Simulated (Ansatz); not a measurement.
Reaction (cleavage of the Si–Al bond): `C=[N][AlH][SiH2]Br` + `OCF` → `FCO[SiH2]Br` + `C=[N][AlH2]`

Gas-phase electronic energies from Ansatz, PBE0-D4/def2-TZVP geometries. CCSD(T)/CBS is the MP2 limit (def2-TZVPP, def2-QZVPP) plus CCSD(T) − MP2 in def2-TZVPP, frozen cores. DFT in def2-TZVPP. For Br outer-core shells are correlated without core-valence functions, which leaves a few kJ/mol of doubt a bond. Scalar relativity is left out up to krypton. Each species was taken in one conformer, which may not be the lowest.

`C=[N][AlH][SiH2]Br`:

```xyz
10

C     0.158   -2.242    0.956
N    -0.404   -1.153    0.750
Al   -1.098    0.405    0.397
Si    0.331    1.809   -1.014
Br    2.202    0.669   -1.498
H     0.019   -3.110    0.295
H     0.827   -2.407    1.813
H    -2.520    0.768    0.987
H    -0.282    2.184   -2.318
H     0.767    3.077   -0.367
```

`OCF`:

Cartesian coordinates in Å:
```
O 0.140 0.735 0.781
C 0.178 -0.213 -0.206
F -0.516 0.207 -1.324
H -0.749 0.780 1.145
H -0.275 -1.164 0.097
H 1.222 -0.344 -0.492
```

`FCO[SiH2]Br`:

```xyz
9

F    -0.902    1.739   -0.304
C     0.237    1.126   -0.767
O     0.074   -0.240   -0.779
Si   -0.280   -1.197    0.509
Br    1.122   -0.768    2.176
H     0.404    1.459   -1.793
H     1.057    1.424   -0.105
H    -1.645   -0.965    1.020
H    -0.067   -2.579    0.043
```

`C=[N][AlH2]`:

Cartesian coordinates in Å:
```
C -1.440 0.247 0.325
N -0.244 0.043 0.056
Al 1.438 -0.247 -0.324
H -1.773 1.110 0.921
H -2.245 -0.421 -0.016
H 1.998 0.394 -1.655
H 2.266 -1.127 0.693
```

```
       level  ΔE (kcal/mol)
      PBE-D4          -14.4
HF/CBS(def2)          -25.4
```

What does CCSD(T)/CBS give? (Best estimate.)

Computed: -20.2 kcal/mol. The listed levels differ from it by 5.8, -5.2 kcal/mol.

Largest T1 diagnostic among the species: 0.015.

From PBE to PBE0 (25 % exact exchange), in def2-TZVPP and without D4, ΔE moves by −1.6 kcal/mol. In def2-TZVPP, CCSD(T) changes the Hartree–Fock value by +4.7 kcal/mol (the triples alone add +0.6 kcal/mol) and MP2 by +2.7 kcal/mol.
